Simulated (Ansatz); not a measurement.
Reaction (formal exchange of groups at a C–Si bond): `C=C[SiH2]O[SiH2]F` + `C=[CH][SnH3]` → `C=[CH][SnH2][CH]=C` + `F[SiH2]O[SiH3]`

Isolated molecules relaxed with PBE0-D4/def2-TZVP in Ansatz; ΔE leaves out vibrations. CBS: MP2 limit from def2 TZ/QZ plus the TZ coupled-cluster correction, frozen cores. This one scheme is used for every species. DFT in def2-TZVPP. B3LYP here is the variant with VWN-RPA as its local correlation; programs differ in this. Elements past krypton have def2 core potentials. For Sn outer-core shells are correlated without core-valence functions, which leaves a few kJ/mol of doubt a bond. One conformer a species, not always the lowest.

```csv
level,ΔE (kcal/mol),difference from CCSD(T)/CBS
r2SCAN-D4,7.2,2.7
PBE0-D4,7.0,2.5
B3LYP-D4,6.6,2.1
ωB97X-V,6.4,1.9
ωB97M-V,6.6,2.1
PBE,6.8,2.3
r2SCAN,7.2,2.7
PBE0,7.0,2.5
HF/def2-TZVPP,6.6,2.1
SCS-MP2/def2-TZVPP,4.2,-0.3
CCSD(T)/def2-TZVPP,5.1,0.6
HF/def2-QZVPP,6.5,2.0
MP2/def2-QZVPP,3.7,-0.8
SCS-MP2/def2-QZVPP,3.9,-0.6
MP2/CBS(def2),3.6,-0.9
CCSD/CBS(def2),4.8,0.3
CCSD(T)/CBS,4.5,0
```

Largest T1 diagnostic among the species: 0.013.

In def2-TZVPP, CCSD(T) changes the Hartree–Fock value by −1.5 kcal/mol (the triples alone add −0.3 kcal/mol) and MP2 by −2.5 kcal/mol.
